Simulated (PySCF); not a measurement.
Vertical excitations of a molecule C3H8BF from TDA-LC-ωPBE/def2-SVPD in PySCF, as energy in eV (oscillator strength): 6.20 (0.001), 8.53 (0.014), 8.69 (0.026), 8.82 (0.048), 9.37 (0.042), 9.54 (0.003), 9.83 (0.051), 10.04 (0.093), 10.13 (0.016), 10.17 (0.019). Lowest triplet (TDA): 5.54 eV. Coordinates come from a B3LYP-D3(BJ)/def2-SVP optimisation. Other conformers were not sampled.

Identify the compound among the candidates.
A) CCCBF
B) CC(C)BF
C) CCB(C)F

B, CC(C)BF
